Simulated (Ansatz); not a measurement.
Ansatz (a quantum-chemistry and plane-wave program) job for C₁₂H₁₀, SMILES c1ccc(-c2ccccc2)cc1, CAM-B3LYP/def2-SVPD. Coordinates come from a B3LYP-D3(BJ)/def2-SVP optimisation. One conformer was computed; it need not be the lowest.

Ansatz 0.2 input:
```yaml
crystal:
  periodic: [false, false, false]
  atoms:
    - {symbol: C, position_ang: [3.56594089, -0.00000000, -0.00000000]}
    - {symbol: C, position_ang: [2.86119443, -0.38175774, 1.14501093]}
    - {symbol: C, position_ang: [1.46560579, -0.38174791, 1.14443407]}
    - {symbol: C, position_ang: [0.74225501, 0.00000000, 0.00000000]}
    - {symbol: C, position_ang: [-0.74225501, -0.00000001, -0.00000000]}
    - {symbol: C, position_ang: [-1.46560579, 0.38174792, 1.14443407]}
    - {symbol: C, position_ang: [-2.86119444, 0.38175774, 1.14501093]}
    - {symbol: C, position_ang: [-3.56594089, -0.00000000, 0.00000000]}
    - {symbol: C, position_ang: [-2.86119444, -0.38175774, -1.14501093]}
    - {symbol: C, position_ang: [-1.46560579, -0.38174792, -1.14443406]}
    - {symbol: C, position_ang: [1.46560579, 0.38174792, -1.14443407]}
    - {symbol: C, position_ang: [2.86119444, 0.38175774, -1.14501093]}
    - {symbol: H, position_ang: [4.65849152, -0.00000000, 0.00000000]}
    - {symbol: H, position_ang: [3.40184286, -0.69033259, 2.04318683]}
    - {symbol: H, position_ang: [0.92580810, -0.70613105, 2.03658546]}
    - {symbol: H, position_ang: [-0.92580811, 0.70613106, 2.03658545]}
    - {symbol: H, position_ang: [-3.40184286, 0.69033259, 2.04318683]}
    - {symbol: H, position_ang: [-4.65849152, -0.00000000, -0.00000000]}
    - {symbol: H, position_ang: [-3.40184287, -0.69033259, -2.04318684]}
    - {symbol: H, position_ang: [-0.92580810, -0.70613105, -2.03658546]}
    - {symbol: H, position_ang: [0.92580810, 0.70613105, -2.03658546]}
    - {symbol: H, position_ang: [3.40184287, 0.69033259, -2.04318684]}
basis:
  gaussian:
    orbitals: def2-SVPD
hamiltonian:
  xc: {name: CAM-B3LYP}
```

Output:

```
WARN ansatz: RAYON_NUM_THREADS=2 ignored (pool sized by the plan → 2); use --threads N
Functional definition: CAM-B3LYP
integrals: 0.60 GiB planned
2668 factors; their error is unknown
integrals: 0.62 GiB planned
958 factors; integrals over basis functions are off by at most 4.3e-6 eV
mean field: 3.22 GiB planned
mean field evaluation 1: about -12583.6141 eV, gradient 5.4e1 eV
mean field evaluation 2: about -12586.6619 eV, gradient 4.3e1 eV
mean field evaluation 4: about -12591.3377 eV, gradient 1.9e0 eV
mean field evaluation 8: about -12591.1956 eV, gradient 7.3e-2 eV
mean field evaluation 16: about -12591.1956 eV, gradient 2.4e-5 eV
integrals: 1.61 GiB planned
a density is far from that of the atoms, so the factors are made again for it
3234 factors; integrals over basis functions are off by at most 8.6e-4 eV
958 factors; integrals over basis functions are off by at most 4.3e-6 eV
mean field: 4.09 GiB planned
mean field -12591.19578502 eV, -462.7179104804 hartree, gradient 8.8e-6 eV, S^2 0.000000; 0 other end points of the search recorded, 0 dependent functions left out
reference -12591.19596585 eV, -462.7179171259 hartree; 41, 41 occupied and 279, 279 virtual orbitals, 3234 factors
Total energy: -12591.19596585 eV, -462.7179171259 hartree
```

The calculation finished and met its thresholds.
